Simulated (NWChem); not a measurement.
Molecule: MgSiH4O2; SMILES [SiH3][O][Mg][OH]

```xyz
8

Mg     0.5119     1.1513     0.0000
O      0.6965     2.8979     0.0000
H      0.7993     3.8424     0.0000
O      0.3229    -0.6354     0.0000
Si     0.1514    -2.2616     0.0000
H      0.7880    -2.8810    -1.2090
H     -1.2945    -2.6614     0.0000
H      0.7880    -2.8810     1.2090
```
Atoms are numbered in this order, from 1.

Program: NWChem. Geometry: optimised at PBE0/def2-SVP. Vertical excitations in the gas phase; the lowest state need not have the same character in each row.

| level | lowest excitation, singlet (eV) | oscillator strength of that lowest state | lowest state with f > 0.02, singlet (eV) | oscillator strength of that bright state | orbital gap (eV) |
|---|---|---|---|---|---|
| PBE/def2-SVPD, full TDDFT | 4.54 | 0.000 | 4.73 | 0.045 | 4.50 |
| B3LYP/def2-SVPD, full TDDFT | … | 0.001 | … | … | … |
| BHandHLYP/def2-SVPD, full TDDFT | 6.10 | 0.002 | 6.31 | 0.065 | 8.60 |

**Question.** Fill in the missing entries.

**Answer.** 
- B3LYP/def2-SVPD, full TDDFT, lowest excitation, singlet (eV): 5.19
- B3LYP/def2-SVPD, full TDDFT, lowest state with f > 0.02, singlet (eV): 5.40
- B3LYP/def2-SVPD, full TDDFT, oscillator strength of that bright state: 0.055
- B3LYP/def2-SVPD, full TDDFT, orbital gap (eV): 6.18
